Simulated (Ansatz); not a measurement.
`CC(=O)[SiH2]N` + `COC=O` → `CO[SiH2]N` + `CC(=O)C=O`  (formal exchange of groups at the Si–C bond)

Calculated with Ansatz (gas phase, PBE0-D4/def2-TZVP geometries, no zero-point term in ΔE). CBS: MP2 limit from def2 TZ/QZ plus the TZ coupled-cluster correction, frozen cores. This one scheme is used for every species. Functionals use def2-TZVPP. Each species was taken in one conformer, which may not be the lowest.

`CC(=O)[SiH2]N`:

Z-matrix (Å, degrees):
```
C
C 1 1.504
H 1 1.095 2 109.7
H 1 1.091 2 110.7 3 -121.5
H 1 1.095 2 109.8 3 116.8
O 2 1.212 1 121.7 3 120.9
Si 2 1.938 1 119.7 3 -59.3
N 7 1.711 2 114.1 1 178.2
H 7 1.488 2 106.9 1 -60.7
H 7 1.488 2 107.5 1 57.1
H 8 1.009 7 118.2 2 66.2
H 8 1.008 7 118.2 2 -70.0
```

`COC=O`:

Cartesian coordinates in Å:
```
C 0.404 -0.768 -0.549
O -0.573 -0.375 0.415
C -0.569 0.917 0.732
O 0.169 1.744 0.284
H 1.409 -0.557 -0.181
H 0.266 -1.837 -0.692
H 0.251 -0.233 -1.487
H -1.355 1.109 1.477
```

`CO[SiH2]N`:

Z-matrix (Å, degrees):
```
C
O 1 1.406
H 1 1.096 2 111.5
H 1 1.097 2 111.6 3 121.4
H 1 1.092 2 108.5 3 -119.3
Si 2 1.645 1 122.7 3 -65.4
N 6 1.706 2 116.5 1 62.3
H 6 1.489 2 109.1 1 -56.3
H 6 1.479 2 103.1 1 -177.3
H 7 1.005 6 122.3 2 -93.4
H 7 1.006 6 123.2 2 68.6
```

`CC(=O)C=O`:

Cartesian coordinates in Å:
```
C -0.932 0.237 -0.660
C 0.251 0.533 0.198
O 0.630 1.634 0.507
C 1.046 -0.662 0.728
O 0.760 -1.800 0.489
H -0.620 -0.344 -1.532
H -1.409 1.164 -0.971
H -1.637 -0.393 -0.113
H 1.912 -0.368 1.354
```

Task: Is it downhill or uphill in electronic energy at CCSD(T)/CBS, and by how much? (Estimate.)

Result: The calculation gave: Downhill: ΔE = -17.8 kcal/mol.

Task: What do these levels give: PBE-D4, r2SCAN-D4, ωB97X-V, ωB97M-V, B2PLYP, PBE0, HF/def2-TZVPP, MP2/def2-TZVPP, SCS-MP2/def2-TZVPP, CCSD(T)/def2-TZVPP, HF/CBS(def2), MP2/CBS(def2)? (Estimate.)

Result: The calculation gave: PBE-D4 -11.8, r2SCAN-D4 -14.2, ωB97X-V -15.8, ωB97M-V -16.5, B2PLYP -16.8, PBE0 -14.1, HF/def2-TZVPP -19.9, MP2/def2-TZVPP -18.2, SCS-MP2/def2-TZVPP -18.9, CCSD(T)/def2-TZVPP -17.5, HF/CBS(def2) -20.2, MP2/CBS(def2) -18.4 kcal/mol.

Largest T1 diagnostic among the species: 0.015.

In def2-TZVPP, CCSD(T) changes the Hartree–Fock value by +2.4 kcal/mol (the triples alone add +0.9 kcal/mol) and MP2 by +1.7 kcal/mol. From PBE to PBE0 (25 % exact exchange), in def2-TZVPP and without D4, ΔE moves by −2.3 kcal/mol.
